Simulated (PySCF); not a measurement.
PBE on B⁻ (boron, charge -1), [He] 2s2 2p2, high-spin 3P determinant. Calculation: PySCF 2.14, in aug-cc-pVTZ; the non-relativistic Hamiltonian (point nucleus).

```
cycle= 1 E= -24.6317965894086  delta_E= -0.00486  |g|= 0.0179  |ddm|= 0.372
cycle= 2 E= -24.6287968153796  delta_E= 0.003  |g|= 0.0481  |ddm|= 0.272
cycle= 3 E= -24.632398020584  delta_E= -0.0036  |g|= 0.00468  |ddm|= 0.176
cycle= 4 E= -24.6324345200814  delta_E= -3.65e-05  |g|= 0.000736  |ddm|= 0.0219
cycle= 5 E= -24.6324354999389  delta_E= -9.8e-07  |g|= 2.42e-05  |ddm|= 0.00315
cycle= 6 E= -24.6324355006605  delta_E= -7.22e-10  |g|= 4.22e-07  |ddm|= 7.25e-05
converged SCF energy = -24.6324355006605  <S^2> = 2.0029416  2S+1 = 3.0019604
```

Highest occupied orbital energy: 1.846 eV; ⟨L²⟩ = 2.01; populations by l: s 4.00, p 2.00, d 0.00, f 0.00.

Q: Can this result be used?

A: With care. The calculation finished and met its thresholds. At PBE the highest occupied level has a positive energy, so only the finite basis holds that electron; in a semilocal or global hybrid functional this comes from self-interaction and does not mean that the real anion is unbound.
